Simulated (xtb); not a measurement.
1,3,5-trisilacyclohexane (C3H12Si3), SMILES C1[SiH2]C[SiH2]C[SiH2]1. All values are semi-empirical tight-binding results from xtb (GFN2-xTB unless named), good for trends rather than for accurate numbers. Geometry optimised at GFN2-xTB. One conformer was computed; it need not be the lowest.

**Question.** Estimate the properties. (Estimate from the structure and the level; the computed values follow.)

**Answer.** 
The point group as xtb finds it comes out as C3v. The orbital gap is 5.41 eV, the dipole moment is 0.59 D and the zero-point energy is 81.4 kcal/mol. The G − E(el) at 298.15 K (modified RRHO) is 60.9 kcal/mol, the static polarisability (D4 model) is 118.1 bohr³ and the solvation energy, GFN2-xTB/ALPB(water) is 0.3 kcal/mol. The solvation energy, GFN2-xTB/ALPB(acetone) is -4.8 kcal/mol.
